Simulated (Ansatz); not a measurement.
The cluster BeCl₂⁻. The state is a doublet with charge -1. Geometry PBE-D4/def2-TZVPD; atoms count from 1.

Cartesian coordinates in Å:
```
Be -0.284 0.005 0.554
Cl -1.312 -0.472 -1.018
Cl 1.596 0.467 0.464
```

The highest occupied level of the charge -1 doublet lies above zero (up to 0.51 eV). By energy differences its removal costs 1.36 eV (vertical, to the charge 0 singlet, at PBE0-D4/def2-TZVPD); a positive level beside a positive removal energy at the same level points to self-interaction error. The structure comes from a short search, and lower isomers may exist.

Question: Estimate the Mulliken populations from the PBE0/def2-TZVPD orbitals of Ansatz.

Answer: 
| atom | charge (e) | spin (α − β) |
| --- | --- | --- |
| Be1 | -0.68 | 1.19 |
| Cl2 | -0.16 | -0.10 |
| Cl3 | -0.16 | -0.10 |
Mulliken values and Mayer orders depend strongly on the basis. With diffuse functions, as here, like atoms can get unlike values, and bond orders can come out too low or too high.

Question: Where does the spin sit?

Answer: Summed by element: Be 1.19, Cl -0.19, of 1 unpaired in all. Largest on single atoms: Be1 1.19, Cl2 -0.10, Cl3 -0.10.

Question: And the Mayer bond orders between bonded heavy atoms (over 0.3)?

Answer: Be1–Cl2 0.78 (1.94 Å); Be1–Cl3 0.78 (1.94 Å).
